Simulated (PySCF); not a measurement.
Job file and geometry (Å, from GFN2-xTB) of an NMR shielding run on `InChI=1S/C4H8B2NS/c5-7-6-4-2-1-3-8-4/h1-3,7H,5-6H2/q-1`, PySCF 2.14.0, density-fitted response routines, GIAO PBE0/pcSseg-1 NMR shielding, non-relativistic, gas phase; density fitting, a coarse starting grid and PySCF grid level 2 are the driver's defaults:

```
$ OMP_NUM_THREADS=1 python probes_run.py task.json out

{"job": {"kind": "nmr", "xc": "PBE0", "basis": "pcSseg-1"}, "charge": -1, "multiplicity": 1}
B      2.965647     0.180062    -0.663360
N      1.869516    -0.461342    -0.167282
B      0.986224    -0.189807     1.072155
C     -0.524619     0.084371     0.537185
C     -1.319807    -0.682720    -0.263223
C     -2.596735    -0.144908    -0.552271
C     -2.792300     1.059814     0.038774
S     -1.397130     1.533397     0.949333
H      3.497254    -0.211792    -1.662495
H      3.418447     1.125212    -0.115223
H      1.527098    -1.263925    -0.678291
H      1.395577     0.754212     1.694357
H      0.949241    -1.196910     1.765252
H     -0.997171    -1.639595    -0.645154
H     -3.334913    -0.636875    -1.170221
H     -3.653929     1.699749     0.003341
```

**Question.** Write the output of this run.

**Answer.** 
```
coarse grid: 14168 points
cycle   1  E = -659.2990321918  dE =  1.091e+00  |g| = 5.924e-01  |ddm| = 3.767e+00
cycle   2  E = -659.1860799947  dE =  1.130e-01  |g| = 9.078e-01  |ddm| = 1.929e+00
cycle   3  E = -659.4037648468  dE = -2.177e-01  |g| = 1.876e-01  |ddm| = 1.200e+00
cycle   4  E = -659.4124736534  dE = -8.709e-03  |g| = 4.559e-02  |ddm| = 1.949e-01
cycle   5  E = -659.4127898577  dE = -3.162e-04  |g| = 3.021e-02  |ddm| = 7.749e-02
cycle   6  E = -659.4130376328  dE = -2.478e-04  |g| = 4.017e-03  |ddm| = 3.393e-02
cycle   7  E = -659.4130408283  dE = -3.195e-06  |g| = 1.804e-03  |ddm| = 5.864e-03
final grid: 132968 points
cycle   8  E = -659.4589900726  dE = -3.254e-05  |g| = 1.049e-02  |ddm| = 3.295e-02
cycle   9  E = -659.4589545858  dE =  3.549e-05  |g| = 1.562e-02  |ddm| = 2.717e-02
cycle  10  E = -659.4590178869  dE = -6.330e-05  |g| = 1.883e-03  |ddm| = 1.797e-02
cycle  11  E = -659.4590187982  dE = -9.113e-07  |g| = 5.104e-04  |ddm| = 2.156e-03
cycle  12  E = -659.4590188639  dE = -6.567e-08  |g| = 1.304e-04  |ddm| = 6.464e-04
cycle  13  E = -659.4590188679  dE = -4.008e-09  |g| = 5.873e-05  |ddm| = 1.942e-04
cycle  14  E = -659.4590188687  dE = -8.231e-10  |g| = 1.556e-05  |ddm| = 6.198e-05
converged SCF energy = -659.4590188687

GIAO shielding tensors (ppm)
atom      isotropic    diamagn.    paramagn.     s11        s22        s33       span
  0 B       70.344     193.358    -123.015     27.015     68.264    115.752     88.737
  1 N       75.904     319.157    -243.253    -85.207     91.842    221.077    306.284
  2 B      120.857     182.560     -61.703    112.904    115.959    133.708     20.804
  3 C       -1.919     256.335    -258.254   -108.231    -34.399    136.874    245.105
  4 C       61.158     251.024    -189.865    -24.052     62.739    144.789    168.841
  5 C       59.082     254.205    -195.122    -27.886     57.327    147.807    175.694
  6 C       63.475     263.111    -199.636    -22.590     69.671    143.344    165.933
  7 S      264.197    1057.733    -793.536    115.814    316.811    359.966    244.152
  8 H       27.328      30.050      -2.722     25.305     26.773     29.906      4.602
  9 H       27.201      31.163      -3.962     25.184     26.833     29.587      4.403
 10 H       26.152      32.415      -6.263     22.193     26.441     29.822      7.628
 11 H       28.939      30.219      -1.280     25.519     29.710     31.589      6.070
 12 H       28.468      29.114      -0.647     26.308     28.213     30.882      4.573
 13 H       24.890      33.696      -8.806     21.586     25.094     27.991      6.405
 14 H       24.961      31.426      -6.466     22.375     24.665     27.842      5.467
 15 H       25.398      32.041      -6.642     22.851     25.035     28.308      5.457
```

Size and cost of the density-fitted run: 183 basis functions, 47 s wall time on 1 thread of an Arm Neoverse N1, shared host; peak memory 0.87 GiB.
